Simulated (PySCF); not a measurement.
Compound: C5H6BF2O (doublet state).
Geometry (GFN2-xTB, Å), atoms numbered from 1 in this order:
```
atom  x, y, z in Å
C1     3.151    0.120    0.282
B2     1.940    0.290   -0.603
O3     0.737    0.068    0.016
C4    -0.488    0.177   -0.514
F5    -0.526    0.224   -1.891
C6    -1.654   -0.438    0.156
C7    -2.260   -1.520    0.574
C8    -1.573    1.034    0.144
F9    -1.296    1.708    1.293
H10    3.073   -0.171    1.316
H11    4.160    0.283   -0.057
H12    2.000    0.583   -1.740
H13   -1.887   -2.501    0.329
H14   -3.156   -1.465    1.172
H15   -2.224    1.617   -0.500
```

The hyperfine couplings belong to this conformer and change with its torsions.

As a line formula: `[CH2]BO[C@@]1(F)C(=C)[C@H]1F` [radical].

Method: UKS B3LYP, pcH-1 on B C F H O, non-relativistic, mean-field spin-orbit, GIAO (PySCF). The structure is a single GFN2-xTB conformer in the gas phase; no vibrational or solvent corrections. The geometry wasn't refined by DFT: couplings that depend on bond lengths, twists or pyramidal angles can differ widely from those at the functional's own minimum. The SCF solution wasn't tested for stability.

(1) Give the principal g shifts and their parts.

(2) What are the electron Larmor frequencies g μB B/h along the three axes at 340 mT?

(3) What effective moment and Curie constant follow for a powder?

(4) In a frozen sample, at which fields do the three g values resonate at 9.5, 34, 94 and 263 GHz (hyperfine left aside), and which band first spreads them over more than twice a line width of 0.5 mT?

Answers

(1) 
| Δg (ppm) | 1 | 2 | 3 |
| --- | --- | --- | --- |
| relativistic mass correction | -141 | -141 | -141 |
| gauge correction | 5 | 34 | 35 |
| orbital Zeeman/spin–orbit | 15 | 803 | 1408 |
| total | -121 | 697 | 1303 |

So g = 2.00220, 2.00302, 2.00362 and g_iso = 2.00295; the tensor is rhombic: the two nearest values differ by 43 % of g3 − g1. Axes: g3 points within 2° of the C1–B2 bond.

(2) 9.5279, 9.5318, 9.5347 GHz for g1, g2 and g3, a range of 6.8 MHz.

(3) With the mean of g² = 4.0118 and S(S+1) = 0.75: μ_eff = √(⟨g²⟩S(S+1)) = 1.735 μB and χT = 0.12505·⟨g²⟩·S(S+1) = 0.376 cm³ K/mol (cgs; spin-Hamiltonian part alone).

(4) 
```
band    GHz  B(g3) mT  B(g2) mT  B(g1) mT  spread mT
   X    9.5    338.76    338.87    339.00       0.24
   Q   34.0   1212.42   1212.78   1213.28       0.86
   W   94.0   3351.97   3352.99   3354.36       2.38
   J  263.0   9378.39   9381.23   9385.06       6.67
```

The spread grows in proportion to the frequency. W band is the first where it exceeds 1.0 mT.

The Mulliken spin populations are largest on C1 (+0.93), B2 (+0.07) and O3 (+0.07). No atom but C1 exceeds +0.15. The angles at C1 add up to 360.0°, so it is planar; its axial dipolar tensor and the negative couplings of its protons fit spin in a p orbital normal to that plane.

The HOMO–LUMO gaps are 5.38 eV among the α and 4.30 eV among the β orbitals.
